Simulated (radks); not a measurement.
Results of a calculation; reference values are marked as such.
Species: Au II. Configuration: [Xe] 4f14 5d9 7d1 (not the ground configuration). Level of theory: non-relativistic Kohn-Sham, TPSS, spin-polarised, spherical densities, point nucleus; open shells are filled with parallel spins first (spin-orbit coupling, left out, can overturn this in heavy ions); meta-GGA in the generalised Kohn-Sham scheme; relativity is left out, which matters for an element this heavy (a radial shooting solver on a logarithmic mesh with Libxc functionals).

X-ray form factor f0, the Fourier transform of the density (f0(0) = 78):

sin(theta)/lambda (1/angstrom),f0 (electrons)
0.05,76.231
0.1,74.123
0.15,70.833
0.2,67.048
0.25,63.072
0.3,59.175
0.4,52.191
0.5,46.468
0.6,41.758
0.8,34.156
1,28.011
1.25,22.149
1.5,18.254
2,14.123
